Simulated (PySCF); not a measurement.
Dipole moment and polarisability across levels of theory

Species: AlBrClF.
Cartesian coordinates in Å at the PBE0-D3(BJ)/def2-SVP level; atoms count from 1:
```
atom  x, y, z in Å
F1     0.349    1.356   -1.088
Al2   -0.007    0.078   -0.104
Cl3   -1.601   -1.155   -0.591
Br4    1.223   -0.284    1.706
```

PySCF, dipoles from the SCF density, polarisabilities from static response with core orbitals frozen. Geometry: PBE0-D3(BJ)/def2-SVP; no solvent, vibrations or thermal averaging. Relativistic effects, spin–orbit coupling among them, are left out although an element past zinc is present.

Q: How do dipole and polarisability depend on functional and basis here?

A: 

```tsv
level	μ (D)	α (Å³)	anisotropy (Å³)
LDA/def2-SVPD	0.803	8.83	3.36
PBE/def2-SVPD	0.779	8.81	3.32
B3LYP/def2-SVPD	0.780	8.45	3.10
PBE0/def2-SVPD	0.777	8.32	3.00
BHandHLYP/def2-SVPD	0.778	7.99	2.78
CAM-B3LYP/def2-SVPD	0.752	8.26	2.92
wB97X-D/def2-SVPD	0.737	8.22	2.88
LC-wPBE/def2-SVPD	0.684	8.03	2.72
HF/def2-SVPD	0.715	7.52	2.36
PBE0/6-31G*	0.436	6.24	3.66
PBE0/def2-SVP	0.624	5.96	3.28
PBE0/aug-cc-pVDZ	0.755	8.22	3.22
PBE0/def2-TZVP	0.691	7.56	3.25
PBE0/def2-TZVPD	0.724	8.40	3.05
PBE0/aug-cc-pVTZ	0.722	8.39	3.07
```

The anisotropy is √(½[(α1 − α2)² + (α2 − α3)² + (α3 − α1)²]). The dipole runs from 0.44 D (PBE0/6-31G*) to 0.80 D (LDA/def2-SVPD). No reference polarisability is at hand; against PBE0 in the largest diffuse basis at hand (aug-cc-pVTZ) the other PBE0 rows deviate by 6-31G* -26%, def2-SVP -29%, aug-cc-pVDZ -2%, def2-SVPD -1%, def2-TZVP -10%, def2-TZVPD 0%. In one basis (def2-SVPD) the functionals order the polarisability from HF (lowest) to LDA (highest), a spread of 17%. With PBE0 the polarisability is 6.59 Å³ without diffuse functions (mean of 6-31G*, def2-SVP and def2-TZVP) and 8.33 Å³ with them (mean of aug-cc-pVDZ, def2-SVPD, def2-TZVPD and aug-cc-pVTZ).
